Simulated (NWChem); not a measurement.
A series in which one site is exchanged, each optimised at PBE0/def2-SVP with NWChem, gas phase unless a solvent is named. For some, no frequency run checked for a minimum. def2 effective core potentials on Sr, Cd, Te, Ba; no spin-orbit coupling.

A: [Br][Sr][Br] (SrBr₂; site = Sr)
B: Br[Te]Br (TeBr₂; site = Te)
C: [Br][Cd][Br] (CdBr2; site = Cd)
D: [Ba]([Br])[Br] (BaBr₂; site = Ba)

Question: Rank them by dipole (D), PBE0/def2-SVP, lowest first.

Answer: C (0.00), B (1.69), A (2.37), D (6.64)
